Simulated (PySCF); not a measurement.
Compound: C6H8O2S.
Z-matrix (Å and degrees, PBE0-D3(BJ)/def2-SVP geometry), rows numbered from 1:
```
C 
S   1  1.7851
O   2  1.4604  1  107.45
O   2  1.4600  1  107.30  3   132.03
C   2  1.7656  1  103.91  3  -113.95
C   5  1.3495  2  123.79  1  -106.21
C   6  1.4926  5  107.76  2  -177.40
C   7  1.4970  6  104.04  5    -0.09
C   8  1.3494  7  109.49  6     0.55
H   1  1.0988  2  105.03  3   -65.27
H   1  1.0972  2  109.56  3    53.32
H   1  1.0968  2  109.05  3   176.04
H   6  1.0899  5  125.73  2     1.65
H   7  1.1062  6  111.74  5  -121.97
H   7  1.1066  6  111.33  5   120.57
H   8  1.0906  7  124.06  6   179.42
H   9  1.0901  5  124.54  2    -1.07
```

All values: PBE0/def2-SVPD (PySCF, non-relativistic), on one gas-phase PBE0-D3(BJ)/def2-SVP geometry that isn't relaxed in the solvent. The solvent is an IEF-PCM continuum (van der Waals radii × 1.2), and excitations are vertical TDDFT with non-equilibrium linear response and a frozen core. Specific hydrogen bonds and non-electrostatic terms are outside this model.

Gas-phase singlets (H = HOMO, L = LUMO):

```
state  E (eV)  λ (nm)      f  leading configuration
   S1   5.020     247  0.053                H→L 98%
   S2   5.614     221  0.004              H-1→L 97%
   S3   6.026     206  0.004              H-2→L 96%
   S4   6.358     195  0.005              H→L+1 64%
   S5   6.483     191  0.014              H-3→L 60%
```

**Question.** Give the list for chloroform (ε = 4.711), n² = 2.09.

**Answer.** 
```tsv
state	E (eV)	λ (nm)	f	leading configuration	change by rank (eV)
S1	4.960	250	0.072	H→L 98%	-0.060
S2	5.926	209	0.004	H-1→L 97%	+0.312
S3	6.337	196	0.009	H→L+1 65%	+0.311
S4	6.492	191	0.027	H-2→L 64%	+0.134
S5	6.605	188	0.006	H→L+2 53%	+0.122
```

**Question.** What are the lowest 5 singlets in dichloromethane (ε = 8.93)?

**Answer.** 
```csv
state,E (eV),λ (nm),f,leading configuration,change by rank (eV)
S1,4.963,250,0.071,H→L 98%,-0.057
S2,5.982,207,0.004,H-1→L 97%,+0.368
S3,6.343,195,0.014,H→L+1 71%,+0.317
S4,6.537,190,0.023,H-2→L 47%,+0.179
S5,6.642,187,0.009,H→L+2 31%,+0.159
```

**Question.** The ground-state energy changes by -0.429 eV from gas to dichloromethane. By how much does the total energy of gas-phase S1 change?

**Answer.** E(S1) = E(S0) + excitation energy, so it changes by -0.429 − 0.057 = -0.486 eV: it is lowered more than the ground state, which is what a red shift means. This is the vertical state, with the slow part of the continuum still set for S0.

**Question.** How do the frontier levels move from gas to dichloromethane?

**Answer.** 
```tsv
orbital	gas (eV)	solvent (eV)	change (eV)	Löwdin shares, gas	Löwdin shares, solvent
LUMO+2	0.52	0.75	+0.23	C9 16 %, C8 15 %, C7 9 %, S2 9 %	C9 16 %, S2 14 %, C8 13 %, C5 8 %
LUMO+1	0.23	0.38	+0.15	S2 18 %, C9 13 %, C8 12 %, C1 8 %	S2 21 %, C9 14 %, C8 12 %, C1 8 %
LUMO	-1.52	-1.30	+0.22	C6 26 %, C5 19 %, C8 14 %, C9 10 %	C6 27 %, C5 19 %, C8 13 %, C9 9 %
HOMO	-7.24	-7.03	+0.21	C8 28 %, C6 23 %, C9 19 %, C5 16 %	C8 28 %, C6 22 %, C9 20 %, C5 15 %
HOMO-1	-8.36	-8.55	-0.19	O3 32 %, O4 25 %, C1 12 %, S2 12 %	O3 30 %, O4 25 %, C1 12 %, S2 12 %
HOMO-2	-8.66	-8.99	-0.33	O3 44 %, O4 41 %, S2 6 %	O3 36 %, O4 32 %, C5 6 %, C9 6 %
HOMO-3	-9.11	-9.22	-0.11	O4 40 %, O3 33 %, S2 9 %	O4 18 %, C5 17 %, C9 12 %, O3 12 %
```

The HOMO–LUMO gap goes from 5.72 to 5.73 eV. Rows go by rank; for HOMO-3 the atom shares or the degeneracy differ between the runs, so the row needn't follow one orbital.
